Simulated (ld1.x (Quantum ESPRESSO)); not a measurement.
# cadmium (Cd): variants of one TM potential

Base potential:

```
Element                 : cadmium
Generator               : ld1.x (Quantum ESPRESSO) 7.5
Type                    : norm-conserving Troullier–Martins (Kleinman–Bylander form)
Functional              : PBE
Relativity              : fully relativistic
Frozen core             : [Ar] 3d10 4s2
Valence charge          : 18
Reference configuration : 4p6 4d10 5s1.5 5p0 (charge +0.5)
Partial waves           : 5s (bound): rc 1.75 bohr; 4p (bound): rc 1.00 bohr; 4d (bound): rc 1.85 bohr
Local potential         : all-electron potential smoothed inside 0.95 bohr (lloc = -1)
Core correction         : a·sin(br)/r model core inside 0.55 bohr
```

Open shells are filled in proportion to 2j + 1 (rel_dist='average').

Cutoffs, loose and tight: the cutoffs (Ry, on a coarse ladder) from which the occupation-weighted sum of valence levels, in a spherical-Bessel basis at the reference potential, stays within 10 and 1 mRy of its value at 400 Ry. They do not see the model core or the augmentation charge, which bear on the density cutoff. Test errors are all-electron minus pseudo excitation energies from the reference, over the configurations 4p6 4d10 5s2 5p0; 4p6 4d10 5s1 5p0; 4p6 4d10 5s0 5p0; 4p6 4d10 5s0 5p1; 4p6 4d10 5s1 5p1; 4p6 4d9 5s2 5p0; 4p5 4d10 5s2 5p0. A dash means not determined; rows that change the core or the reference have their own tests. The largest error is taken over the tests solved by every variant that gives reliable tests at all: 4p6 4d10 5s0 5p0; 4p6 4d10 5s0 5p1; 4p6 4d10 5s1 5p0; 4p6 4d10 5s1 5p1; 4p6 4d10 5s2 5p0.

A true bound ghost makes a file unfit for plane-wave use even where its test errors are small: the radial tests pick states by their node count and pass the ghost by. Where a test does run into it, the solver fails or the error is huge.

```tsv
change	outcome	cutoff, loose	cutoff, tight	bound ghosts	largest test error (meV)
base	generated	160 Ry	230 Ry	s	+63
wave 4d (bound): rc 1.85 bohr becomes 4d (bound): rc 1.26 bohr	generated	160 Ry	200 Ry	s	+62
wave 4d (bound): rc 1.85 bohr becomes 4d (bound): rc 1.36 bohr	generated	160 Ry	230 Ry	s	+62
wave 4d (bound): rc 1.85 bohr becomes 4d (bound): rc 1.60 bohr	generated	160 Ry	230 Ry	s	+62
wave 4d (bound): rc 1.85 bohr becomes 4d (bound): rc 1.78 bohr	generated	160 Ry	230 Ry	s	+63
wave 4d (bound): rc 1.85 bohr becomes 4d (bound): rc 1.98 bohr	generated	160 Ry	230 Ry	s	+63
wave 4d (bound): rc 1.85 bohr becomes 4d (bound): rc 2.24 bohr	generated	160 Ry	230 Ry	s	+63
wave 4d (bound): rc 1.85 bohr becomes 4d (bound): rc 2.36 bohr	generated	160 Ry	230 Ry	s	+63
wave 4d (bound): rc 1.85 bohr becomes 4d (bound): rc 2.60 bohr	generated	160 Ry	230 Ry	s	+60
wave 4d (bound): rc 1.85 bohr becomes 4d (bound): rc 2.76 bohr	generated	160 Ry	230 Ry	s	+58
```

Reading the sweep of the d radius (base included, trends over the rows without a ghost): Bound ghosts are found at 1.26, 1.36, 1.6, 1.78, 1.85, 1.98, 2.24, 2.36, 2.6, 2.76 bohr. Every judged row has one, so this setting neither creates nor removes them.
